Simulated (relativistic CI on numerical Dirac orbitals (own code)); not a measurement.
What each ingredient does to the levels of Pb⁵⁷⁺

Base calculation: Dirac-Coulomb-Breit CI, separate exchange-only KLI orbitals for each configuration, a model potential for QED, unscaled Slater integrals.

Configuration list (outside the closed core [Ne]): 3s2.3p6.3d7, 3s2.3p5.3d8, 3s2.3p4.3d9, 3s.3p6.3d8, 3p6.3d9, 3s.3p5.3d9, 3s2.3p6.3d6.4s, 3s2.3p6.3d6.4p, 3s2.3p4.3d8.4s, 3s2.3p6.3d6.4d, 3s2.3p4.3d8.4p, 3s2.3p5.3d7.4s, 3s2.3p6.3d6.4f, 3s2.3p5.3d7.4p, 3s2.3p6.3d5.4s2, 3s.3p6.3d7.4s. Levels of other configurations are missing.

Variants: (1) P86 correlation estimate; (2) Breit term removed; (3) one mean potential for all configurations. Shifts of the energy above 3s2.3p6.3d7 4F_9/2, in eV, for the lowest level and the first level of each name with at least 55 % of one term (blank where a level changes its place among those of its configuration and J or its character, or is not in the variant):

| Level | Base | Δ(1) | Δ(2) | Δ(3) |
| --- | --- | --- | --- | --- |
| 3s2.3p6.3d7 4F_9/2 | 0.00 | 0.00 | 0.00 | 0.00 |
| 3s2.3p6.3d7 4F_7/2 | 109.13 | 0.00 | +1.49 | +0.02 |
| 3s2.3p6.3d7 4P_5/2 | 123.53 | 0.00 | +0.97 | +0.01 |
| 3s2.3p6.3d7 2H_11/2 | 126.16 | 0.00 | +3.77 | +0.01 |
| 3s2.3p6.3d7 2F_7/2 | 134.84 | 0.00 | +2.13 | +0.01 |
| 3s2.3p6.3d7 2F_5/2 | 139.57 | 0.00 | +1.26 | +0.01 |
| 3s2.3p6.3d7 2D_3/2 | 161.05 | 0.00 | +0.21 | +0.01 |
| 3s2.3p6.3d7 4F_5/2 | 226.22 | 0.00 | +3.18 | +0.03 |
| 3s2.3p6.3d7 2H_9/2 | 236.28 | 0.00 | +5.24 | +0.03 |
| 3s2.3p5.3d8 4G°_11/2 | 502.66 | +0.35 | +4.46 | -0.21 |
| 3s2.3p5.3d8 2D°_5/2 | 516.33 | +0.35 | +2.98 | -0.21 |
| 3s2.3p5.3d8 4F°_9/2 | 524.91 | +0.35 | +4.02 | -0.20 |
| 3s2.3p5.3d8 2P°_3/2 | 555.42 | +0.35 | +1.70 | -0.21 |
| 3s2.3p5.3d8 4G°_9/2 | 621.34 | +0.35 | +6.21 | -0.21 |
| 3s2.3p5.3d8 2H°_11/2 | 645.58 | +0.35 | +7.43 | -0.21 |
| 3s2.3p5.3d8 2G°_9/2 | 667.44 | +0.35 | +7.01 | -0.20 |
| 3s2.3p5.3d8 2F°_5/2 | 682.13 | +0.35 |  | -0.20 |
| 3s2.3p5.3d8 4D°_1/2 | 765.38 | +0.35 | +7.31 | -0.20 |
| 3s2.3p4.3d9 4F_9/2 | 1049.94 | +0.64 | +7.74 | -0.08 |
| 3s2.3p4.3d9 2P_1/2 | 1060.49 | +0.64 | +6.67 | -0.08 |
| 3s2.3p4.3d9 2D_5/2 | 1082.91 | +0.64 | +6.33 | -0.06 |

At this charge energies of transitions that change n are usually good to better than 1 %, and those within a shell (Δn = 0) to a few per cent.

Ionisation energy from the two ground configurations alone: base 5862.62 eV; P86 correlation estimate 5864.82 eV; Breit term removed 5866.07 eV. The NIST ASD value (theoretical) is 5862 eV.

LS names give the leading component of a level, which can be under half, so a name can repeat, a term be missing and a line seem to break the LS rules.
